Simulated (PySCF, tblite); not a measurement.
Isomers of C7H7FSi. Calculated harmonic vibrations of the isolated species, GFN2-xTB (tblite), most abundant isotopes, no scaling. Against measured fundamentals such values can be off by several per cent, at times by over 20. Modes of hydrogen on silicon can be 10 to 20 % off. One conformer each.

Electronic energies: PBE0/pcSseg-1 single points on the GFN2-xTB geometries (PySCF, gas phase).

```csv
SMILES,"electronic energy, lowest = 0 (kJ/mol)"
C#C[C@@H]1[SiH2]/C(=C\F)C1=C,42.2
C#C[Si@H]1C/C(=C/F)C1=C,0.0
C#CC#CC[Si@@H]1C[C@H]1F,134.5
```

How do GFN2-xTB zero-point energies change the relative energies?

```
                      SMILES  ZPE (kJ/mol)  of it from modes above 1550 cm⁻¹  electronic (kJ/mol)  with ZPE, lowest = 0 (kJ/mol)  lowest mode (cm⁻¹)  rings
     C#C[Si@H]1C/C(=C/F)C1=C         286.2                             158.1                  0.0                            0.0                  31      1
C#C[C@@H]1[SiH2]/C(=C\F)C1=C         279.8                             154.6                 42.2                           35.8                  29      1
     C#CC#CC[Si@@H]1C[C@H]1F         283.7                             151.9                134.5                          132.0                  29      1
```

The zero-point energies span 6.4 kJ/mol, from `C#C[C@@H]1[SiH2]/C(=C\F)C1=C` to `C#C[Si@H]1C/C(=C/F)C1=C`. The order is unchanged.

And how do the electronic energies of GFN2-xTB itself compare?

`C#C[Si@H]1C/C(=C/F)C1=C` 38.0; `C#C[C@@H]1[SiH2]/C(=C\F)C1=C` 0.0; `C#CC#CC[Si@@H]1C[C@H]1F` 136.4 kJ/mol, lowest = 0. Against the energies above, taken from the same isomer `C#C[Si@H]1C/C(=C/F)C1=C`, the largest difference is 80.2 kJ/mol.

What do entropy and thermal enthalpy add at 298.15 K and 1 bar (rigid rotor, harmonic oscillator, one conformer each)?

```tsv
SMILES	point group	symmetry number	S (J/(mol K))	H − H(0) (kJ/mol)	ZPE + H − H(0) − TS (kJ/mol)
C#C[Si@H]1C/C(=C/F)C1=C	C1	1	420.7	29.81	190.6
C#C[C@@H]1[SiH2]/C(=C\F)C1=C	C1	1	416.3	29.59	185.3
C#CC#CC[Si@@H]1C[C@H]1F	C1	1	440.0	31.61	184.1
```
